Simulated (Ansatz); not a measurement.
VS(OH)3 (VSO₃H₃). Charge 0, multiplicity 1. Geometry r2SCAN-D4/def2-SVP, basis def2-TZVP, Ansatz.

```xyz
8

V    -0.018    0.015   -0.007
S     1.485   -1.175    0.626
O    -0.188   -0.107   -1.747
H     0.381   -0.680   -2.282
O     0.318    1.682    0.415
H     1.123    1.944    0.884
O    -1.525   -0.469    0.745
H    -1.576   -1.209    1.367
```

| run | HOMO (eV) | LUMO (eV) |
| --- | --- | --- |
| A | -8.36 | -2.92 |
| B | -10.83 | -0.81 |
| C | -9.48 | -1.85 |
| D | -8.17 | -2.91 |

LC-ωPBE has ω = 0.4 bohr⁻¹.

**Question.** The runs used CAM-B3LYP, LC-ωPBE, PBE0, r2SCAN0. Estimate which is which.

**Answer.** A r2SCAN0 (25 % exact exchange); B LC-ωPBE (range-separated); C CAM-B3LYP (range-separated); D PBE0 (25 % exact exchange). Exact exchange lowers occupied and raises empty levels; among semilocal functionals meta-GGAs tend to open the gap a little, and such runs are hard to tell apart. The gap grows from 5.26 eV (PBE0) to 10.02 eV (LC-ωPBE). The restricted singlet is unstable towards broken spin symmetry in Hartree–Fock (as tested in another run); at r2SCAN0-D4/def2-TZVP, LC-ωPBE/def2-TZVP, CAM-B3LYP-D4/def2-TZVP, PBE0-D4/def2-TZVP this wasn't settled.
